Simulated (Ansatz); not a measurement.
# A ladder of methods for C2H3ClNSi (SMILES C[Si](Cl)C#N)

C2H3ClNSi: 8 atoms, total charge 0, spin state doublet. SMILES: `C[Si](Cl)C#N`. Geometry: optimised at wB97X-V/def2-SVP.

```xyz
8

C    -0.7134   -0.5423    0.7879
Si    0.6014    0.6682    0.2404
Cl    2.4961   -0.0988    0.5146
C     0.4026    1.0026   -1.5817
N     0.2468    1.2842   -2.6968
H    -0.5976   -1.4881    0.2313
H    -0.6289   -0.7525    1.8654
H    -1.7148   -0.1304    0.5832
```

Each level gives the dissociation energy of the C4–Si2 bond into doublet CN and singlet CH3ClSi (shapes relaxed at wB97X-V/def2-SVP, no zero-point term) (eV). The values are calculated.

```
             level                    kind  program  value (eV)  CPU time (all runs)
      UHF/def2-SVP            Hartree–Fock   Ansatz        3.64                5.1 s
   USVWN5/def2-SVP                     LDA   Ansatz        4.38                  3 s
     UPBE/def2-SVP                     GGA   Ansatz        3.94                  6 s
 U-r2SCAN/def2-SVP                meta-GGA   Ansatz        4.16                 14 s
 UPBE0-D4/def2-SVP           global hybrid   Ansatz        4.23                7.4 s
U-wB97M-V/def2-SVP  range-separated hybrid   Ansatz        4.08                 33 s
     UMP2/def2-SVP     perturbation theory   Ansatz        4.84                5.2 s
 UCCSD(T)/def2-SVP   coupled cluster or CI   Ansatz        3.75                 36 s
```

The values span 3.64 to 4.84 eV. Spin contamination of the reference (⟨S²⟩ at least 0.1 too high) touches UHF/def2-SVP, UMP2/def2-SVP, UCCSD(T)/def2-SVP. Hartree–Fock misses the correlation of the electron pair that is broken and comes out low. A fragment with an even electron count was run as a singlet and may have a lower triplet. Measured bond enthalpies also hold zero-point and thermal terms, a few tenths of an eV less. The coupled-cluster rows rest on a doubtful reference here (large T1 or Brueckner and Hartree–Fock orbitals at odds), and rows may lie in different states. In so small a basis fixed costs decide the times, and correlated methods can beat functionals. Times are those of the runs behind each value, whatever else they computed, on shared processors of several kinds: orders of magnitude only.
